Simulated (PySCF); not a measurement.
A GIAO shielding run with PySCF 2.14 (density fitting, non-relativistic, gas phase) on `C([Si@H]1[C@H](SCC#C)CC1)#N`, C7H9NSSi:

```
$ OMP_NUM_THREADS=1 python probes_run.py task.json out

{"job": {"kind": "nmr", "xc": "PBE0", "basis": "pcSseg-1"}, "charge": 0, "multiplicity": 1}
C      3.449764     0.643196     0.423119
C      2.918994    -0.258722    -0.159613
C      2.182276    -1.274793    -0.859725
S      0.691569    -0.570955    -1.685127
C     -0.184483     0.074377    -0.232450
C     -0.904135    -0.984956     0.625246
C     -2.299802    -0.333887     0.736867
Si    -1.844425     0.970385    -0.588747
C     -1.866410     2.745653    -0.016166
N     -1.889081     3.832535     0.344295
H      3.959830     1.406618     0.930090
H      2.776227    -1.706623    -1.665865
H      1.848822    -2.061001    -0.179286
H      0.547162     0.656460     0.329472
H     -0.960167    -1.935284     0.094450
H     -0.423553    -1.154626     1.588648
H     -3.116362    -1.014268     0.508299
H     -2.483848     0.075464     1.728789
H     -2.412184     0.899676    -1.929759
```

Hardware: 1 thread of an Intel Xeon 6975P-C, shared host. The job also computes population analyses, field gradients, ring-centre shieldings.

**Question.** How large is the calculation?

**Answer.** 88 electrons, 229 basis functions and 1225 auxiliary functions.

**Question.** How long does it take, and how much memory does it need?

**Answer.** 41 s of wall time, with 15 SCF cycles and 5 response iterations; peak memory 0.96 GiB. Times on a shared host scatter by some tens of per cent.
